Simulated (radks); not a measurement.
Numerical settings for the platinum ion Pt2+, [Xe] 4f14 5d8. Method: Dirac Kohn-Sham, BLYP, spin-unpolarised, spherical densities, point nucleus; open shells fill j = l - 1/2 first; computed with a radial shooting solver on a logarithmic mesh with Libxc functionals. The defaults (mesh step 0.008 in ln r, mesh end at 40 bohr or more with all orbitals vanishing there, Anderson mixing 0.5 over 9 steps, residual threshold near 1e-9 with the energy settled to 1e-9 hartree or 1e-11 of itself, here a cap of 64 iterations) give E = -18446.748 hartree and 5d5/2 at -25.073 eV in 15 iterations. Run on one thread of a shared host, so times are rough (Arm Neoverse N1): 0.24 s of CPU time, 0.24 s wall, 15 iterations on 2541 mesh points. Changes against that run (0 stands for a change within the tolerance of the run):

| setting | iterations | converged | E (mhartree) | e(5d5/2) (meV) | CPU (s) |
|---|---|---|---|---|---|
| mesh step in ln r 0.08 | 2 | no | diverged | - | 0.06 |
| mesh step in ln r 0.012 | 15 | yes | 0 | 0 | 0.17 |
| mesh step in ln r 0.005 | 15 | yes | 0 | 0 | 0.36 |
| mesh end (bohr) 400 | 15 | yes | 0 | 0 | 0.24 |
| mesh end (bohr) 2 | 14 | level above zero | +7.95e+03 | +4.6e+04 | 0.24 |
| residual threshold 0.01 | 10 | yes | 0 | -0.0237 | 0.19 |
| residual threshold 0.001 | 10 | yes | 0 | -0.0237 | 0.19 |
| mixing 0.05 | 21 | yes | 0 | 0 | 0.31 |
| linear mixing, mixing 0.8 | 64 | no | +2.86e+05 | +1.04e+04 | 2.2 |
| linear mixing, mixing 0.05 | 64 | no | +0.432 | -399 | 0.84 |
| mixing history 2 | 22 | yes | 0 | 0 | 0.3 |
| iteration cap 8 | 8 | no | +0.00185 | +11.9 | 0.13 |

Settled on a wrong energy, with an occupied level pushed above zero by the early mesh end: mesh end (bohr) 2 (+7.95 hartree). Apart from these: no run marked as converged misses the energy by more than 1 mhartree. A mesh that ends early acts as a hard wall.
